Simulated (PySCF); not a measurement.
NO2, charge -1. Atoms are numbered in the order given.

```xyz
3

N      0.0000     0.0000    -0.4616
O      0.0000     1.0714     0.2019
O      0.0000    -1.0714     0.2019
```
Charge -1, spin multiplicity 1.

Geometry: TPSSh-D3(BJ)/def2-TZVPD.

The numbers are results of TPSSh-D3(BJ)/def2-TZVPD in PySCF, not measurements.

No scaling factor is applied to the harmonic values.

Computed normal modes with their intensities:
| mode | ν (cm⁻¹) | IR (km/mol) | Raman (Å⁴/amu) | depolarisation | moving atoms (share of kinetic energy) |
|---|---|---|---|---|---|
| 1 | 784 | 0.3 | 7.2 | 0.03 | O 81 %, N 19 % |
| 2 | 1265 | 745.9 | 8.5 | 0.75 | N 62 %, O 38 % |
| 3 | 1318 | 3.1 | 47.7 | 0.57 | N 50 %, O 50 % |
